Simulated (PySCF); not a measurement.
PySCF job for TaH5, SMILES [TaH5] (connectivity only; charge and spin as stated), neutral, multiplicity 1, TDDFT-PBE0/def2-TZVPD. Coordinates come from a PBE0-D3(BJ)/def2-TZVPD optimisation. The spin state was assumed, not searched. The def2 effective core potentials stand for the cores of Ta; spin–orbit coupling is left out.

```python
import numpy as np
from pyscf import gto, scf, dft, tdscf

mol = gto.M(
    atom='''
    Ta    0.00000000   -0.00000000   -0.01925880
    H    -1.09548499    1.09548499    0.80379028
    H    -1.09548500   -1.09548499    0.80379026
    H     1.09548499    1.09548498    0.80379029
    H     1.09548498   -1.09548499    0.80379028
    H     0.00000001    0.00000002   -1.80926871
    ''',
    basis='def2-TZVPD',
    ecp={'Ta': 'def2-tzvp'},
    charge=0,
    spin=0,
    symmetry=True,
    max_memory=1600,
    verbose=4,
)
mf = dft.RKS(mol, xc='pbe0').density_fit(auxbasis='def2-universal-jkfit')
mf.grids.level = 3
mf.conv_tol = 1e-9
mf.max_cycle = 100
mf.kernel()
mf.grids = dft.Grids(mol).set(level=1).build(with_non0tab=True)  # coarser grid for the response kernel
td = tdscf.TDDFT(mf)
td.singlet = True
td.nstates = 10
td.conv_tol = 1e-4
td.positive_eig_threshold = 1e-6
td.kernel(x0=td.get_init_guess(mf, 15))
td.analyze()
tt = tdscf.TDA(mf)
tt.singlet = False
tt.nstates = 4
tt.conv_tol = 1e-4
tt.positive_eig_threshold = 1e-6
tt.kernel(x0=tt.get_init_guess(mf, 9))
tt.analyze(verbose=3)
```

Log of the run:

```
PySCF version 2.14.0

[INPUT] verbose = 4
[INPUT] num. atoms = 6
[INPUT] num. electrons = 18
[INPUT] charge = 0
[INPUT] spin (= nelec alpha-beta = 2S) = 0
[INPUT] symmetry True subgroup None
[INPUT] Mole.unit = angstrom
[INPUT] Symbol           X                Y                Z      unit          X                Y                Z       unit  Magmom
[INPUT]  1 Ta     0.000000000000   0.000000000000  -0.019258800000 AA    0.000000000000   0.000000000000  -0.036393857488 Bohr   0.0
[INPUT]  2 H     -1.095484990000   1.095484990000   0.803790280000 AA   -2.070166604672   2.070166604672   1.518943490787 Bohr   0.0
[INPUT]  3 H     -1.095485000000  -1.095484990000   0.803790260000 AA   -2.070166623569  -2.070166604672   1.518943452993 Bohr   0.0
[INPUT]  4 H      1.095484990000   1.095484980000   0.803790290000 AA    2.070166604672   2.070166585775   1.518943509685 Bohr   0.0
[INPUT]  5 H      1.095484980000  -1.095484990000   0.803790280000 AA    2.070166585775  -2.070166604672   1.518943490787 Bohr   0.0
[INPUT]  6 H      0.000000010000   0.000000020000  -1.809268710000 AA    0.000000018897   0.000000037795  -3.419022347645 Bohr   0.0

nuclear repulsion = 21.5331704760132
point group symmetry = C4v, use subgroup C2v
symmetry origin: [-2.42272587e-10  2.42272576e-10  0.00000000e+00]
symmetry axis x: [-4.28355288e-09 -1.00000000e+00 -1.04737494e-08]
symmetry axis y: [ 1.00000000e+00 -4.28355289e-09  1.20235060e-09]
symmetry axis z: [-1.20235064e-09 -1.04737494e-08  1.00000000e+00]
num. orbitals of irrep A1 = 33
num. orbitals of irrep A2 = 13
num. orbitals of irrep B1 = 21
num. orbitals of irrep B2 = 21
number of shells = 40
number of NR pGTOs = 120
number of NR cGTOs = 88
basis = def2-TZVPD
ecp = {'Ta': 'def2-tzvp'}


[settings echo left out]
init E= -39.8590506351789
HOMO (A1) = -0.517479326419754  LUMO (A1) = -0.393057248708485  gap/eV = 3.38570
cycle= 1 E= -59.711247361028  delta_E= -19.9  |g|= 0.735  |ddm|= 7.05
HOMO (A2) = -0.215847321891977  LUMO (B1) = 0.00981605150338472  gap/eV = 6.14061
cycle= 2 E= -59.5905079171583  delta_E= 0.121  |g|= 0.907  |ddm|= 2.34
HOMO (B1) = -0.314872171463302  LUMO (A1) = -0.113872007302021  gap/eV = 5.46949
cycle= 3 E= -59.869188297364  delta_E= -0.279  |g|= 0.0729  |ddm|= 1.24
HOMO (B1) = -0.322228772994307  LUMO (A1) = -0.106680967753293  gap/eV = 5.86535
cycle= 4 E= -59.8702792256974  delta_E= -0.00109  |g|= 0.05  |ddm|= 0.116
HOMO (B1) = -0.319629026946724  LUMO (A1) = -0.107016819162979  gap/eV = 5.78547
cycle= 5 E= -59.8709181687775  delta_E= -0.000639  |g|= 0.004  |ddm|= 0.0394
HOMO (B1) = -0.319623943216114  LUMO (A1) = -0.107451482865254  gap/eV = 5.77351
cycle= 6 E= -59.870923416159  delta_E= -5.25e-06  |g|= 0.000772  |ddm|= 0.00567
HOMO (B1) = -0.319777833783315  LUMO (A1) = -0.107586355793529  gap/eV = 5.77402
cycle= 7 E= -59.8709236352292  delta_E= -2.19e-07  |g|= 8.43e-05  |ddm|= 0.00116
HOMO (B1) = -0.319782903854121  LUMO (A1) = -0.107598736948529  gap/eV = 5.77383
cycle= 8 E= -59.8709236389631  delta_E= -3.73e-09  |g|= 8.64e-06  |ddm|= 0.000144
HOMO (B1) = -0.319782692448918  LUMO (A1) = -0.107598398797291  gap/eV = 5.77383
cycle= 9 E= -59.8709236390105  delta_E= -4.74e-11  |g|= 1.35e-06  |ddm|= 1.8e-05
HOMO (B1) = -0.319782751976543  LUMO (A1) = -0.10759811190256  gap/eV = 5.77384
Extra cycle  E= -59.8709236390113  delta_E= -8.38e-13  |g|= 1.58e-06  |ddm|= 4.21e-06
converged SCF energy = -59.8709236390113
tot grids = 21240
Overwritten attributes  positive_eig_threshold  of <class 'pyscf.tdscf.rks.TDDFT'>


******** <class 'pyscf.tdscf.rks.TDDFT'> for <class 'pyscf.df.df_jk.DFSymAdaptedRKS'> ********
nstates = 10 singlet
deg_eia_thresh = 1.000e-03
wfnsym = None
conv_tol = 0.0001
eigh lindep = 1e-12
eigh level_shift = 0
eigh max_cycle = 100


Excitation energies (eV)
[3.76823349 3.8478507  3.84785071 4.30334196 4.82644883 4.84091115
 4.84091116 4.85466832 4.87316939 5.18553971]

** Singlet excitation energies and oscillator strengths **
Excited State   1:   A2      3.76823 eV    329.02 nm  f=0.0000
       7 -> 10        0.70599
Excited State   2:   B1      3.84785 eV    322.22 nm  f=0.0092
       8 -> 10       -0.69527
       8 -> 13       -0.12121
Excited State   3:   B2      3.84785 eV    322.22 nm  f=0.0092
       9 -> 10        0.69527
       9 -> 13       -0.12121
Excited State   4:   A1      4.30334 eV    288.11 nm  f=0.0000
       6 -> 10       -0.68507
       8 -> 11        0.11895
       9 -> 12       -0.11895
Excited State   5:   A2      4.82645 eV    256.88 nm  f=0.0000
       8 -> 12       -0.49824
       9 -> 11        0.49824
Excited State   6:   B1      4.84091 eV    256.12 nm  f=0.0009
       6 -> 11        0.30583
       7 -> 12       -0.17401
       8 -> 13       -0.60430
Excited State   7:   B2      4.84091 eV    256.12 nm  f=0.0009
       6 -> 12        0.30583
       7 -> 11       -0.17401
       9 -> 13       -0.60430
Excited State   8:   A1      4.85467 eV    255.39 nm  f=0.0000
       6 -> 10        0.16584
       8 -> 11        0.48328
       9 -> 12       -0.48328
Excited State   9:   A2      4.87317 eV    254.42 nm  f=0.0000
       7 -> 13       -0.30489
       8 -> 12       -0.44961
       9 -> 11       -0.44961
Excited State  10:   A1      5.18554 eV    239.10 nm  f=0.0450
       6 -> 13       -0.44189
       8 -> 11        0.38554
       9 -> 12        0.38554

** Transition electric dipole moments (AU) **
state          X           Y           Z        Dip. S.      Osc.
  1         0.0000     -0.0000     -0.0000      0.0000      0.0000
  2         0.0000      0.3129     -0.0000      0.0979      0.0092
  3         0.3129     -0.0000      0.0000      0.0979      0.0092
  4         0.0000      0.0000     -0.0000      0.0000      0.0000
  5        -0.0000      0.0000      0.0000      0.0000      0.0000
  6         0.0000     -0.0885     -0.0000      0.0078      0.0009
  7        -0.0885      0.0000     -0.0000      0.0078      0.0009
  8         0.0000     -0.0000     -0.0000      0.0000      0.0000
  9        -0.0000     -0.0000     -0.0000      0.0000      0.0000
 10        -0.0000     -0.0000     -0.5953      0.3544      0.0450

WARN: ECP detected. Skipping calculation of transition velocity and magnetic dipole moments, which have not yet been implemented.

Overwritten attributes  positive_eig_threshold  of <class 'pyscf.tdscf.rks.TDA'>


******** <class 'pyscf.tdscf.rks.TDA'> for <class 'pyscf.df.df_jk.DFSymAdaptedRKS'> ********
nstates = 4 triplet
deg_eia_thresh = 1.000e-03
wfnsym = None
conv_tol = 0.0001
eigh lindep = 1e-12
eigh level_shift = 0
eigh max_cycle = 100


Excitation energies (eV)
[3.29621319 3.2962132  3.36084233 3.93540736]

** Triplet excitation energies and oscillator strengths **
Excited State   1:   B1      3.29621 eV    376.14 nm  f=0.0000
Excited State   2:   B2      3.29621 eV    376.14 nm  f=0.0000
Excited State   3:   A2      3.36084 eV    368.91 nm  f=0.0000
Excited State   4:   A1      3.93541 eV    315.05 nm  f=0.0000
```

Self-consistency was reached.
